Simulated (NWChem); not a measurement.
**H₂BF**

SMILES: BF
```xyz
4

B      0.0000     0.0000    -0.6756
H      1.0798     0.0000    -1.2399
H     -1.0798     0.0000    -1.2399
F      0.0000     0.0000     0.6509
```
Charge 0, spin multiplicity 1.

Program: NWChem. All single points use one geometry, from PBE/def2-SVP, a minimum by its harmonic frequencies.

The field's frequency is 0.0428 Ha (1065 nm). This basis has no diffuse functions, which lowers polarisabilities.

The correlated methods keep 2 core orbitals frozen. The Pople sets run with spherical d functions. The structure started from a generated list of species.

**Question.** Give the polarisability tensor in bohr³ at CCSD linear response/6-31G* (spherical d), 2 core orbitals frozen, in the frame of the coordinates, and its isotropic mean.

**Answer.** 
```
15.32   0.00   0.00
 0.00   8.49   0.00
 0.00   0.00  14.55
```
Mean (one third of the trace): 12.79 bohr³.
